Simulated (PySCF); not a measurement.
Computed with B3LYP-D3(BJ)/def2-TZVP // PBE0-D4/def2-SVP in PySCF. All species are isolated molecules in the gas phase. One relaxed conformer stands for a flexible species; it need not be the lowest. B3LYP has the VWN-RPA correlation part, as in Gaussian. Delta-SCF ions had no search for a lower state. 

Reference species (SMILES): `C[O][Sn]([O]C)([O]C)[O]C` (neutral, multiplicity 1).

```
Quantity                                  Value
--------------------------------------  -------
HOMO–LUMO gap                           5.74 eV
vertical ionisation energy (Delta-SCF)  9.47 eV
```

Changed species: `C[O][Sn]([OH])([OH])[OH]` (1 of 4 OH replaced by OCH3; the reference has 4 of 4 OH replaced by OCH3).

Q: What does the change do to the HOMO–LUMO gap and vertical ionisation energy (Delta-SCF)?

A: the HOMO–LUMO gap is nearly the same; the vertical ionisation energy (Delta-SCF) goes up by 0.78 eV, to 10.25 eV.
